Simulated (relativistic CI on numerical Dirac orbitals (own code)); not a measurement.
## Ar2+: computed level list

Computed by Dirac-Coulomb-Breit CI, KLI orbitals optimised for each configuration, model QED, valence Slater integrals scaled by 0.85, P86 correlation estimate, and configurations built on the next ion tied to the tabulated ionisation energy (semi-empirical) (own radial code, finite nucleus).

Configuration list (outside the closed core [Ne]): 3s²3p⁴, 3s²3p³3d, 3s²3p³4s, 3s²3p³4p, 3s²3p³4d, 3s²3p³5s, 3s²3p³4f, 3s3p⁵, 3p⁶, 3s²3p²3d², 3s3p⁴3d, 3p⁴3d², 3s²3p²3d4s, 3s²3p³5p, 3s²3p²4s², 3s²3p²3d4p, 3s²3p³5d, 3s²3p³5f, 3s²3p³5g, 3s²3p²4s4p, 3s3p⁴4s, 3p⁵3d, 3p⁵4s, 3s²3p²4p². Levels of other configurations are missing.

The lowest level is 3s²3p⁴ ³P2, with 96 % of that term; Hund's rules for 3s²3p⁴ give ³P with J = 2, in agreement.

| No. | Configuration | Term | J | E (cm⁻¹) | % | Next component (%) | Lifetime (s) |
| --- | --- | --- | --- | --- | --- | --- | --- |
| 1 | 3s²3p⁴ | ³P | 2 | 0.0 | 96 | 2 3s3p⁴3d ³P |  |
| 2 | 3s²3p⁴ | ³P | 1 | 1099.2 | 97 | 2 3s3p⁴3d ³P | 3.36e+01 |
| 3 | 3s²3p⁴ | ³P | 0 | 1548.2 | 96 | 2 3s3p⁴3d ³P | 2.05e+02 |
| 4 | 3s²3p⁴ | ¹D | 2 | 13947.1 | 96 | 2 3s3p⁴3d ¹D | 2.49e+00 |
| 5 | 3s²3p⁴ | ¹S | 0 | 31096.1 | 95 | 2 3s²3p²3d² ¹S | 1.88e-01 |
| 6 | 3s3p⁵‡ | ³P° | 2 | 124207.1 | 70 | 29 3s²3p³3d ³P° | 5.09e-09 |
| 7 | 3s3p⁵‡ | ³P° | 1 | 125195.5 | 70 | 29 3s²3p³3d ³P° | 5.02e-09 |
| 8 | 3s3p⁵‡ | ³P° | 0 | 125724.3 | 70 | 29 3s²3p³3d ³P° | 5.01e-09 |
| 9 | 3p³(4S°)3d | ⁵D° | 3 | 146107.9 | 100 |  |  |
| 10 | 3p³(4S°)3d | ⁵D° | 2 | 146108.3 | 100 |  |  |
| 11 | 3p³(4S°)3d | ⁵D° | 1 | 146109.9 | 100 |  | 7.92e-07 |
| 12 | 3p³(4S°)3d | ⁵D° | 0 | 146110.9 | 100 |  | 7.04e-07 |
| 13 | 3p³(4S°)3d | ⁵D° | 4 | 146113.3 | 99 |  |  |
| 14 | 3p³(2D°)3d | ¹P° | 1 | 150043.3 | 59 | 40 3s3p⁵ ¹P° | 1.77e-09 |
| 15 | 3p³(4S°)3d | ³D° | 2 | 159860.1 | 99 | 1 ³F° | 2.81e-08 |
| 16 | 3p³(4S°)3d | ³D° | 3 | 159860.2 | 99 | 1 ³F° | 3.50e-08 |
| 17 | 3p³(4S°)3d | ³D° | 1 | 159986.9 | 99 |  | 2.48e-08 |
| 18 | 3p³(2D°)3d | ³F° | 2 | 164603.6 | 98 | 1 ³D° |  |
| 19 | 3p³(2D°)3d | ³F° | 3 | 164949.0 | 98 | 1 ³D° | 6.33e-07 |
| 20 | 3p³(2D°)3d | ³F° | 4 | 165373.7 | 99 |  | 1.05e+00 |
| 21 | 3p³(2D°)3d | ¹S° | 0 | 167296.3 | 100 |  | 6.80e-07 |
| 22 | 3p³(2D°)3d | ³G° | 3 | 173950.5 | 99 | 1 ³F° | 4.98e-07 |
| 23 | 3p³(2D°)3d | ³G° | 4 | 173978.4 | 99 | 1 ³F° | 1.74e+01 |
| 24 | 3p³(2D°)3d | ³G° | 5 | 174025.7 | 100 |  | 2.68e+01 |
| 25 | 3p³(4S°)4s | ⁵S° | 2 | 175643.5 | 99 |  | 3.03e-07 |
| 26 | 3p³(2D°)3d | ¹G° | 4 | 178328.7 | 99 | 1 ³F° | 5.68e+00 |
| 27 | 3p³(2P°)3d | ¹D° | 2 | 178946.3 | 98 | 1 3p⁵3d ¹D° | 3.55e-09 |
| 28 | 3p³(4S°)4s | ³S° | 1 | 181668.8 | 99 | 1 3s²3p²3d4p ³S° | 1.16e-10 |
| 29 | 3p³(2P°)3d | ³F° | 4 | 185391.3 | 97 | 1 3p⁵3d ³F° | 5.38e-02 |
| 30 | 3p³(2P°)3d | ³F° | 3 | 185681.7 | 98 | 1 3p⁵3d ³F° | 3.72e-07 |
| 31 | 3p³(2P°)3d | ³F° | 2 | 185972.9 | 97 | 1 3p⁵3d ³F° | 3.28e-07 |
| 32 | 3p³(2P°)3d | ³D° | 1 | 187036.0 | 98 | 1 3p⁵3d ³D° | 3.88e-09 |
| 33 | 3p³(2P°)3d | ³D° | 2 | 187677.5 | 97 | 1 ³F° | 4.05e-09 |
| 34 | 3p³(2P°)3d | ³P° | 0 | 187706.9 | 98 | 1 3p⁵3d ³P° | 1.11e-08 |
| 35 | 3p³(2P°)3d | ³P° | 1 | 188071.4 | 98 | 1 3p⁵3d ³P° | 6.81e-09 |
| 36 | 3p³(2P°)3d | ³D° | 3 | 188562.7 | 97 | 1 3p⁵3d ³D° | 4.56e-09 |
| 37 | 3p³(2P°)3d | ³P° | 2 | 188919.9 | 98 | 1 3p⁵3d ³P° | 5.40e-09 |
| 38 | 3p³(2D°)4s | ³D° | 1 | 198841.8 | 97 | 1 3s²3p³3d ³D° | 2.63e-10 |
| 39 | 3p³(2D°)4s | ³D° | 2 | 198872.3 | 97 | 1 ³P° | 2.57e-10 |
| 40 | 3p³(2D°)4s | ³D° | 3 | 198965.4 | 98 | 1 3s²3p³3d ³D° | 2.46e-10 |
| 41 | 3p³(2P°)3d | ¹F° | 3 | 200508.6 | 98 | 1 3p⁵3d ¹F° | 8.03e-08 |
| 42 | 3p³(2D°)4s | ¹D° | 2 | 201892.4 | 97 | 1 ³P° | 1.29e-10 |
| 43 | 3p³(2D°)3d | ³S° | 1 | 205055.7 | 97 | 2 3s²3p³4d ³S° | 4.49e-11 |
| 44 | 3p³(4S°)4p | ⁵P | 1 | 205753.8 | 99 |  | 1.45e-09 |
| 45 | 3p³(4S°)4p | ⁵P | 2 | 205835.6 | 99 |  | 1.44e-09 |

Energies count from the lowest computed level; ° marks odd parity; lifetimes are radiative, by E1, M1, E2 decay to levels of this space only; some are left blank where a channel outside the calculation adds to the decay or the decay crosses a small, uncertain gap. Percentages are summed over parent terms; the parents shown are those of the largest component, closed shells are left out there. ‡ marks configurations that were not tied to measured data.

The mean weight of the leading LS term, summed over parents, in these 45 levels is 95 %, and that of the leading jj configuration (from the same eigenvectors) 53 %, so LS coupling describes them better.

Configurations that consist of the next ion and one excited electron were tied to the tabulated ionisation energy; Rydberg ones are usually within 1,000 to 3,000 cm⁻¹ and the lowest ones within about 6,000 (9,000 in d shells), while levels on excited terms of the next ion carry the error of that term, and the other configurations can be misplaced by 10,000 cm⁻¹ or more. Rates follow the energies as ν³ (E1, M1) or ν⁵ (E2), so rates, branching and lifetimes can be off by large factors. The fine structure of a lone outer electron comes out too small, for d and f at times inverted, and misplaced configurations move strength between like terms. 67 of the 69 excited levels that our extract of the measured tables holds in this range could be paired (the sources list more); they are missed by 2187 cm⁻¹ on average and 10407 at most, and levels without a partner can miss by more.

Landé's interval rule says that E(J) − E(J−1) = AJ with one A. For the ground term the intervals give A = -449.0, -549.6 cm⁻¹ for J = 1, 2; the multiplet is inverted.
